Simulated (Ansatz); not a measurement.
Gas-phase electronic energies from Ansatz, PBE0-D4/def2-TZVP geometries. CBS: MP2 limit from def2 TZ/QZ plus the TZ coupled-cluster correction, frozen cores. This one scheme is used for every species. DFT in def2-TZVPP. B3LYP here is the variant with VWN-RPA as its local correlation; programs differ in this. def2 core potentials past Kr. For Sb outer-core shells are correlated without core-valence functions, which leaves a few kJ/mol of doubt a bond. One conformer a species, not always the lowest.

Reaction (cleavage of the Si–Sb bond): `C=[N][SbH][SiH2]O` + `N[Si](O)(Cl)Cl` → `O[SiH2]N[Si](O)(Cl)Cl` + `C=[N][SbH2]`

```csv
level,ΔE (kJ/mol),difference from CCSD(T)/CBS
PBE-D4,-44.0,13.2
r2SCAN-D4,-56.4,0.8
PBE0-D4,-49.8,7.4
B3LYP-D4,-58.6,-1.4
ωB97X-V,-60.9,-3.7
ωB97M-V,-63.2,-6.0
B2PLYP,-60.3,-3.1
PBE,-42.6,14.6
r2SCAN,-55.7,1.5
PBE0,-48.6,8.6
B3LYP,-56.4,0.8
HF/def2-TZVPP,-70.9,-13.7
MP2/def2-TZVPP,-62.4,-5.2
SCS-MP2/def2-TZVPP,-65.3,-8.1
MP2/CBS(def2),-55.8,1.4
CCSD/CBS(def2),-58.6,-1.4
CCSD(T)/CBS,-57.2,0
```

Largest T1 diagnostic among the species: 0.015.

From PBE to PBE0 (25 % exact exchange), in def2-TZVPP and without D4, ΔE moves by −6.0 kJ/mol. In def2-TZVPP, CCSD(T) changes the Hartree–Fock value by +7.0 kJ/mol (the triples alone add +1.3 kJ/mol) and MP2 by +8.4 kJ/mol.
